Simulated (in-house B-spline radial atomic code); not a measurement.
A fraction x of an electron is removed from 2p in O³⁺, starting from [He] 2s2 2p1 and keeping the highest spin. Method: scalar-relativistic (X2C) HSE06, spin-polarised, spherical fractional occupations, Fermi nucleus of rms radius 2.6991 fm. Calculated with a B-spline radial code for spherical atoms.

Caution: exact exchange at fractional occupations of open shells leaves self-interaction of up to several eV.

| x | E(x) - E(0) (eV) | 2p up level (eV) |
| --- | --- | --- |
| 0 | 0.0000 | -65.561 |
| 0.09 | 5.9836 | -67.408 |
| 0.13 | 8.6964 | -68.233 |
| 0.26 | 17.7418 | -70.929 |
| 0.43 | 30.1020 | -74.490 |
| 0.5 | 35.3680 | -75.966 |
| 0.55 | 39.1927 | -77.024 |
| 0.64 | 46.2109 | -78.935 |
| 0.76 | 55.8367 | -81.496 |
| 0.9 | 67.4563 | -84.501 |
| 1 | 76.0143 | - |

The exact functional would give a straight line between the two integer points. Deviations E(x) - E(0) - x[E(1) - E(0)], in eV: -0.858 at x = 0.09, -1.185 at x = 0.13, -2.022 at x = 0.26, -2.584 at x = 0.43, -2.639 at x = 0.5, -2.615 at x = 0.55, -2.438 at x = 0.64, -1.934 at x = 0.76, -0.957 at x = 0.9.

The curve lies below the straight line by up to 2.639 eV (at x = 0.5): convex, the delocalisation error, to which spherically averaged exact exchange adds.

Question: How well does Slater's transition state (minus the level at half occupation) give the ionisation energy?

Answer: It gives 75.966 eV against 76.014 eV from the two total energies; NIST lists 77.41 eV, ground level to ground level. The end point has an open shell averaged over its orbitals, so its exact exchange keeps a self-interaction and this is no true integer point.
